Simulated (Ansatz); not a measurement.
B6H2 (the lowest singlet isomer of a short search). Total charge 0; singlet. Geometry PBE0-D4/def2-SVP, basis def2-TZVP, Ansatz.

```xyz
8

B     0.347    1.455    1.530
B     0.692    0.145    0.520
B    -0.347   -1.455   -1.530
B     0.822   -1.038   -0.494
B    -0.822    1.039    0.494
B    -0.692   -0.145   -0.519
H     0.825    2.115    2.403
H    -0.825   -2.115   -2.403
```

```tsv
run	HOMO (eV)	LUMO (eV)
A	-7.16	-4.53
B	-6.39	-5.21
C	-6.40	-5.09
D	-6.18	-5.29
E	-6.24	-5.38
F	-6.05	-5.09
```

The structure comes from a short search, and lower isomers may exist.

Q: The runs used B97M-V, BLYP, PBE, PBE0, r2SCAN, revPBE. Estimate which is which.

A: A PBE0 (25 % exact exchange); B r2SCAN (0 % exact exchange); C B97M-V (0 % exact exchange); D revPBE (0 % exact exchange); E PBE (0 % exact exchange); F BLYP (0 % exact exchange). Exact exchange lowers occupied and raises empty levels; among semilocal functionals meta-GGAs tend to open the gap a little, and such runs are hard to tell apart. The gap grows from 0.86 eV (PBE) to 2.63 eV (PBE0). The restricted singlet is unstable towards broken spin symmetry in Hartree–Fock (as tested in another run); at PBE0-D4/def2-TZVP, r2SCAN-D4/def2-TZVP, B97M-V/def2-TZVP, revPBE-D4/def2-TZVP and others this wasn't settled.
